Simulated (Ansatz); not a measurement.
CFGeN, SMILES `[C-]#[N+][Ge][F]` (lower singlet) (charge 0, multiplicity 1). This singlet lies 2.94 eV below the relaxed triplet at the level frozen-core CCSD(T)/cc-pVTZ // B3LYP-D3(BJ)/def2-TZVP (Ansatz, a program for electronic structure).

Cartesian coordinates (Å):
```xyz
4

C     -1.9326    -0.2591    -0.1103
N     -0.7912    -0.0237     0.0528
Ge     0.8558     0.8483     0.4152
F      1.8680    -0.5655     0.1814
```
Charge 0, multiplicity 1.

Question: Give the natural occupations of the active orbitals, the CASSCF energy and the corrected energy for frozen-core fic-MRCISD+Q@CASSCF(2e,2o)/cc-pVTZ // B3LYP-D3(BJ)/def2-TZVP (Ansatz).

Answer: 
- natural occupations = 1.96, 0.04
- CASSCF energy = -2267.2797 Ha
- corrected energy = -2267.9947 Ha
- weight of the reference = 0.872
